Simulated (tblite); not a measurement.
Species: C6H8F2.
Numbering: `[F:1][C@@H:2]1[CH2:3][CH:4]=[CH:5][C@@H:6]([F:7])[CH2:8]1` (hydrogens: H9 on C2; H10, H11 on C3; H12 on C4; H13 on C5; H14 on C6; H15, H16 on C8)

Computed with GFN2-xTB (tblite), gas phase: Langevin dynamics at 200 K from the optimised GFN2-xTB geometry, time step 0.5 fs, friction 0.01 fs⁻¹, 2000 steps. The instantaneous temperature is 2·E(kin)/(3Nk) with all 3N coordinates.

| t (fs) | T (K) | E(pot) above start (eV) | F1–C2 (Å) | C2–C3 (Å) | C3–C4 (Å) | C4=C5 (Å) | C5–C6 (Å) | C2–H9 (Å) |
| --- | --- | --- | --- | --- | --- | --- | --- | --- |
| 0 | 163 | 0.000 | 1.383 | 1.524 | 1.495 | 1.323 | 1.501 | 1.097 |
| 50 | 122 | 0.196 | 1.403 | 1.530 | 1.474 | 1.318 | 1.498 | 1.160 |
| 100 | 125 | 0.263 | 1.366 | 1.511 | 1.475 | 1.309 | 1.523 | 1.042 |
| 150 | 121 | 0.405 | 1.396 | 1.539 | 1.469 | 1.335 | 1.511 | 1.155 |
| 200 | 144 | 0.345 | 1.381 | 1.512 | 1.502 | 1.333 | 1.523 | 1.075 |
| 250 | 178 | 0.509 | 1.375 | 1.565 | 1.496 | 1.299 | 1.517 | 1.131 |
| 300 | 187 | 0.389 | 1.390 | 1.513 | 1.488 | 1.345 | 1.548 | 1.106 |
| 350 | 258 | 0.232 | 1.398 | 1.530 | 1.481 | 1.319 | 1.489 | 1.101 |
| 400 | 201 | 0.301 | 1.404 | 1.563 | 1.504 | 1.309 | 1.506 | 1.106 |
| 450 | 208 | 0.341 | 1.378 | 1.483 | 1.474 | 1.352 | 1.519 | 1.087 |
| 500 | 125 | 0.469 | 1.398 | 1.500 | 1.547 | 1.301 | 1.492 | 1.081 |
| 550 | 216 | 0.386 | 1.386 | 1.501 | 1.503 | 1.337 | 1.508 | 1.069 |
| 600 | 217 | 0.355 | 1.397 | 1.521 | 1.484 | 1.326 | 1.514 | 1.103 |
| 650 | 235 | 0.284 | 1.349 | 1.532 | 1.520 | 1.304 | 1.525 | 1.086 |
| 700 | 186 | 0.435 | 1.376 | 1.495 | 1.478 | 1.347 | 1.462 | 1.101 |
| 750 | 220 | 0.362 | 1.360 | 1.567 | 1.452 | 1.314 | 1.484 | 1.108 |
| 800 | 282 | 0.557 | 1.405 | 1.552 | 1.469 | 1.354 | 1.552 | 1.077 |
| 850 | 229 | 0.347 | 1.377 | 1.529 | 1.502 | 1.318 | 1.493 | 1.090 |
| 900 | 195 | 0.475 | 1.384 | 1.554 | 1.461 | 1.315 | 1.484 | 1.112 |
| 950 | 226 | 0.371 | 1.379 | 1.554 | 1.524 | 1.319 | 1.524 | 1.092 |
| 1000 | 219 | 0.262 | 1.356 | 1.488 | 1.487 | 1.326 | 1.490 | 1.127 |

Problem. From 500 fs on, how do temperature and potential energy compare with equipartition?

Solution. The mean temperature of these 11 frames is 214 K against the target 200 K, and the mean potential energy 0.39 eV against 42 × kT/2 = 0.36 eV for 42 classical harmonic modes. For 16 atoms in a canonical ensemble the temperature itself scatters by T·√(2/(3N)) = 41 K; here its standard deviation is 36 K. The whole run lasts only 10 friction times of 100 fs, so these averages carry a wide statistical error.

Problem. What are the kinetic and total energies of the listed frame with the highest potential energy?

Solution. The one at 800 fs, 0.557 eV above the start. Its kinetic energy is 3NkT/2 = 0.583 eV at 282 K, so the sum is 1.14 eV; over the listed frames the sum runs from 0.34 to 1.14 eV, since the thermostat adds and removes energy.

Problem. How much do the listed bonds fluctuate from 500 fs on?

Solution. 
```tsv
bond	at the start (Å)	mean (Å)	standard deviation (Å)
F1–C2	1.383	1.379	0.017
C2–C3	1.524	1.527	0.026
C3–C4	1.495	1.493	0.028
C4=C5	1.323	1.324	0.016
C5–C6	1.501	1.503	0.024
C2–H9	1.097	1.095	0.016
```

The motion is classical and holds no zero-point motion.

What follows is the cost of the whole dynamics run. On an Arm Neoverse V1 with one thread, no GPU, shared host with 32 logical CPUs at a one-minute load of 20, this took 10 s wall and 0.18 GiB of memory at its peak.
